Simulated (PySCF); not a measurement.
## Spin-rotation constants: `C(=C)C[Si](F)(F)F`, C3H5F3Si

Molfile (atoms numbered from 1):
```
C3H5F3Si
     RDKit          3D

 12 11  0  0  0  0  0  0  0  0999 V2000
   -2.0029   -0.4258   -0.3913 C   0  0  0  0  0  0  0  0  0  0  0  0
   -0.8834   -0.6481    0.2694 C   0  0  0  0  0  0  0  0  0  0  0  0
    0.0790    0.4286    0.6808 C   0  0  0  0  0  0  0  0  0  0  0  0
    1.6991    0.3290   -0.2684 Si  0  0  0  0  0  4  0  0  0  0  0  0
    2.4540   -1.0605   -0.1315 F   0  0  0  0  0  0  0  0  0  0  0  0
    1.5491    0.5394   -1.8335 F   0  0  0  0  0  0  0  0  0  0  0  0
    2.7771    1.4065    0.1797 F   0  0  0  0  0  0  0  0  0  0  0  0
   -2.3045    0.5682   -0.6779 H   0  0  0  0  0  0  0  0  0  0  0  0
   -2.6663   -1.2246   -0.6721 H   0  0  0  0  0  0  0  0  0  0  0  0
   -0.5957   -1.6535    0.5439 H   0  0  0  0  0  0  0  0  0  0  0  0
   -0.3830    1.4054    0.5234 H   0  0  0  0  0  0  0  0  0  0  0  0
    0.2788    0.3347    1.7515 H   0  0  0  0  0  0  0  0  0  0  0  0
  1  2  2  0
  2  3  1  0
  3  4  1  0
  4  5  1  0
  4  6  1  0
  4  7  1  0
  1  8  1  0
  1  9  1  0
  2 10  1  0
  3 11  1  0
  3 12  1  0
M  END
```

Computed with GIAO B3LYP/pcSseg-1 magnetisability, rotational g tensor and spin-rotation constants, non-relativistic, gas phase (PySCF 2.14.0). Geometry: GFN2-xTB.

(1) Give the nuclear spin-rotation constants along the inertial axes (H = +C I·J) beside the isotropic shieldings.

(2) How do the rotational constants and the g tensor change when H8, H9, H10, H11, H12 are replaced by deuterium?

## Answers

(1) Rotational constants 3.6790, 1.2921, 1.2831 GHz. A star marks the isotopologue with that one atom substituted, in its own axes.
| atom | isotope | Caa (kHz) | Cbb (kHz) | Ccc (kHz) | mean (kHz) | σ (ppm) |
| --- | --- | --- | --- | --- | --- | --- |
| F5 | 19F | 3.821 | 1.223 | 0.859 | 1.968 | 317.3 |
| F6 | 19F | 4.212 | 0.737 | 1.190 | 2.046 | 318.1 |
| F7 | 19F | 2.441 | 1.359 | 1.278 | 1.693 | 314.1 |
| H8 | 1H | -0.385 | -0.058 | 0.025 | -0.139 | 26.4 |
| H9 | 1H | 0.008 | -0.144 | -0.028 | -0.055 | 26.5 |
| H10 | 1H | -0.380 | -0.060 | 0.035 | -0.135 | 25.9 |
| H11 | 1H | -0.379 | -0.122 | -0.005 | -0.169 | 29.9 |
| H12 | 1H | -0.398 | 0.027 | -0.145 | -0.172 | 29.8 |
| C1 | 13C* | 1.119 | 0.305 | 0.500 | 0.641 | 56.0 |
| C2 | 13C* | 1.176 | 0.327 | 0.525 | 0.676 | 46.0 |
| C3 | 13C* | 0.562 | 0.217 | 0.193 | 0.324 | 158.4 |
| Si4 | 29Si* | -2.010 | -0.753 | -0.757 | -1.173 | 398.4 |

For the geometry as given, no vibrational averaging.

(2) Constants 3.3889, 1.1786, 1.1737 GHz; g -0.0291, -0.0109, -0.0135, against -0.0315, -0.0124, -0.0138 before.
